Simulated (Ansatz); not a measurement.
Geometry optimisation, Ansatz, RKS B3LYP-D4/def2-SVP.

The input (input.yaml):

```yaml
crystal:
  periodic: [false, false, false]
  atoms:
    - { symbol: Si, position_ang: [-1.0881, 0.0834, 0.1907] }
    - { symbol: "N", position_ang: [0.6152, -0.5384, 1.2988] }
    - { symbol: F, position_ang: [-2.1752, 0.6642, -0.8813] }
    - { symbol: F, position_ang: [-1.1452, 1.3698, 1.1461] }
    - { symbol: H, position_ang: [-1.7618, -1.1524, 0.4832] }
    - { symbol: H, position_ang: [0.9893, -0.1929, 0.0638] }
    - { symbol: C, position_ang: [0.5692, 0.2396, -1.2026] }
    - { symbol: H, position_ang: [0.7623, -1.4988, 1.5686] }
    - { symbol: H, position_ang: [0.939, 0.0717, 2.0335] }
    - { symbol: H, position_ang: [1.3709, 0.9694, -1.0671] }
    - { symbol: H, position_ang: [-0.0209, 0.6774, -2.0116] }
    - { symbol: H, position_ang: [0.9451, -0.693, -1.6221] }
basis:
  gaussian: { orbitals: def2-SVP }
hamiltonian:
  xc: b3lyp
  dispersion: d4
relax:
  f_tol: 0.15
  max_steps: 25
  restrain:
    - { distance: [0, 6], at: 3.17, k: 30.0 }
    - { distance: [5, 1], at: 2.32, k: 30.0 }
    - { distance: [0, 1], at: 1.82, k: 30.0 }
    - { distance: [5, 6], at: 1.07, k: 30.0 }
```

Launched with:

```bash
$ ansatz run input.yaml --threads 2 --pin off --max-ram 3072MiB --backend cpu --events-out ev --progress --plain --runs-dir out
```

Task: Where does it end, and by what steps?

Result: The forces met the threshold. The restraints hold the end off the free minimum. After 18 steps the energy has fallen by 2.792 eV (the restraints' own energy left out); F3 moved furthest, 1.75 Å. Joined: H6–C7 (1.40 → 1.08 Å).

| step | energy less start (eV) | largest force component (eV/Å) | accepted |
| --- | --- | --- | --- |
| 0 | 0.0000 | 3.622 | yes |
| 1 | 1.1909 | 3.283 | yes |
| 2 | 1.2946 | 3.217 | yes |
| 3 | 0.2240 | 2.519 | yes |
| 4 | -1.0591 | 1.219 | yes |
| 5 | -1.8128 | 0.829 | yes |
| 6 | -2.1355 | 1.224 | yes |
| 7 | -2.3345 | 1.564 | yes |
| 8 | -2.4024 | 1.987 | yes |
| 9 | -2.4447 | 1.889 | yes |
| 10 | -2.5067 | 1.739 | yes |
| 11 | -2.5823 | 1.447 | yes |
| 12 | -2.6428 | 1.430 | yes |
| 13 | -2.6928 | 1.469 | yes |
| 14 | -2.7361 | 1.374 | yes |
| 15 | -2.7808 | 1.595 | yes |
| 16 | -2.7883 | 1.426 | yes |
| 17 | -2.7905 | 1.416 | no |
| 18 | -2.7924 | 1.472 | yes |

```xyz
12
Properties=species:S:1:pos:R:3
Si -1.299 -0.267 0.691
N 0.184 -0.657 1.564
F -1.422 -0.908 -0.790
F -1.368 1.340 0.541
H -2.487 -0.756 1.416
H 1.123 -0.044 -0.474
C 0.997 0.580 -1.352
H 0.417 -1.611 1.821
H 0.993 -0.048 1.539
H 1.976 0.964 -1.676
H 0.336 1.429 -1.123
H 0.550 -0.022 -2.158
```

Run time: 92 s on 2 threads of Arm Neoverse N1 (shared host), peak memory 0.24 GiB.
